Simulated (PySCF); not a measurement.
Computed shifts of a molecule C3H9Al, PBE/pcSseg-1 run with PySCF, GIAO, gas phase, atoms alike by connectivity averaged where their shifts nearly agree, in ppm (number of nuclei): ¹H: 5.99 (1), 1.55 (3), 0.77 (2), 0.14 (3). ¹³C: 13.7 (1), 13.5 (1), -3.9 (1). References: ¹H against TMS (σ = 31.49 ppm); ¹³C against TMS (σ = 182.0 ppm), references at their B3LYP-D3(BJ)/def2-TZVP geometries, non-relativistic. The structure is a stationary point at r2SCAN-D4/def2-SVP. One conformer was computed; it need not be the lowest.

Which structure fits?
A. C[CH2][AlH][CH3]
B. [CH3][Al]([CH3])[CH3]
C. CC[CH2][AlH2]

A, C[CH2][AlH][CH3]
